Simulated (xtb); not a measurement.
C₂H₉NOSi₂, SMILES CN1C[Si@@H](O)[SiH2]1. All values are semi-empirical tight-binding results from xtb (GFN2-xTB unless named), good for trends rather than for accurate numbers. Geometry optimised at GFN2-xTB. The structure was generated by enumeration; whether it is a known compound was not checked. The values are those of a single conformer.

Optimised geometry:

Bonds (Å): C1–N2 1.431, C1–H7 1.097, C1–H8 1.088, C1–H9 1.098, N2–C3 1.458, N2–Si6 1.723, C3–Si4 1.930, C3–H10 1.096, C3–H11 1.098, Si4–O5 1.631, Si4–Si6 2.304, Si4–H12 1.470, O5–H13 0.955, Si6–H14 1.472, Si6–H15 1.476. Bond angles (°): N2–C1–H7 110.7, N2–C1–H8 109.4, N2–C1–H9 111.7, H7–C1–H8 108.6, H7–C1–H9 107.8, H8–C1–H9 108.5, C1–N2–C3 117.8, C1–N2–Si6 131.5, C3–N2–Si6 110.1, N2–C3–Si4 96.7, N2–C3–H10 110.2, N2–C3–H11 110.9, Si4–C3–H10 116.6, Si4–C3–H11 115.3, H10–C3–H11 106.8, C3–Si4–O5 115.1, C3–Si4–Si6 75.6, C3–Si4–H12 109.9, O5–Si4–Si6 113.9, O5–Si4–H12 108.5, Si6–Si4–H12 129.4, Si4–O5–H13 122.6, N2–Si6–Si4 77.1, N2–Si6–H14 111.1, N2–Si6–H15 114.7, Si4–Si6–H14 122.0, Si4–Si6–H15 122.3, H14–Si6–H15 106.2.

Computed properties:
```
Property                                          Value
----------------------------------------  -------------
orbital gap                                     3.74 eV
dipole moment                                    1.26 D
zero-point energy                         67.2 kcal/mol
G − E(el) at 298.15 K (modified RRHO)     46.2 kcal/mol
static polarisability (D4 model)             91.4 bohr³
solvation energy, GFN2-xTB/ALPB(water)    -3.9 kcal/mol
solvation energy, GFN2-xTB/ALPB(acetone)  -7.2 kcal/mol
```

Computed atomic charges and the Wiberg bond orders between heavy atoms:
charges (e) C1 -0.01, N2 -0.29, C3 -0.10, Si4 0.45, O5 -0.49, Si6 0.40, H7 0.02, H8 0.02, H9 0.02, H10 -0.01, H11 -0.01, H12 -0.09, H13 0.30, H14 -0.12, H15 -0.09. Bond orders C1–N2 1.04, N2–C3 1.03, C3–Si4 0.85, Si4–O5 1.18, N2–Si6 1.16, Si4–Si6 0.80.
